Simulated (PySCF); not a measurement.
Two species compared at the same levels of theory.

First species: C7H11PS2.
SMILES with atom numbers: `[CH:1]#[C:2][CH2:3][P:4]1(=[S:5])[CH2:6][CH2:7][S:8][CH2:9][CH2:10]1` (hydrogens: H11 on C1; H12, H13 on C3; H14, H15 on C6; H16, H17 on C7; H18, H19 on C9; H20, H21 on C10)

Second species: C₇H₁₇OP.
Cartesian coordinates in Å at the GFN2-xTB level; atoms count from 1:
```
atom  x, y, z in Å
C1     3.312   -0.235   -0.623
C2     2.600    1.012   -0.122
C3     1.287    0.662    0.569
P4     0.137   -0.094   -0.649
O5     0.143    0.572   -1.953
C6    -1.546   -0.233    0.124
C7    -1.473   -0.935    1.473
C8    -2.358   -1.054   -0.873
C9    -2.124    1.171    0.246
H10    3.512   -0.923    0.197
H11    4.257    0.027   -1.093
H12    2.688   -0.737   -1.362
H13    2.380    1.662   -0.971
H14    3.244    1.562    0.570
H15    0.807    1.572    0.940
H16    1.451   -0.016    1.407
H17    0.517   -1.440   -0.698
H18   -0.940   -0.329    2.202
H19   -2.477   -1.120    1.853
H20   -0.962   -1.892    1.377
H21   -2.339   -0.571   -1.849
H22   -3.393   -1.148   -0.551
H23   -1.935   -2.054   -0.978
H24   -1.606    1.745    1.012
H25   -2.022    1.691   -0.706
H26   -3.181    1.130    0.507
```

Levels: PBE0/pcSseg-1 for HOMO energy, LUMO energy and HOMO–LUMO gap. Geometries: GFN2-xTB. All species are isolated and taken at one optimised geometry, non-relativistic unless stated; the electronic structure was computed with PySCF and density fitting.

The conformers computed, where there is a choice (atom-mapped SMILES and torsion angles):
- `[CH3:1][CH2:2][CH2:3][P@H:4](=[O:5])[C:6]([CH3:7])([CH3:8])[CH3:9]`: C1–C2–C3–P4 -64°, C2–C3–P4–O5 -42°, C3–P4–C6–C7 -52°

The conformers of `C#CCP1(=S)CCSCC1` aren't listed.

| property | column X | column Y |
| --- | --- | --- |
| HOMO energy | -7.42 eV | -6.59 eV |
| LUMO energy | 1.06 eV | 0.10 eV |
| HOMO–LUMO gap | 8.48 eV | 6.69 eV |

Question: Which column belongs to which species?

Answer: Column X is the second species and column Y the first. The first has 21 atoms and 100 electrons, the second 26 and 82.

Question: How does each property change from the first species to the second?

Answer: HOMO energy -0.83 eV; LUMO energy +0.96 eV; HOMO–LUMO gap +1.79 eV.

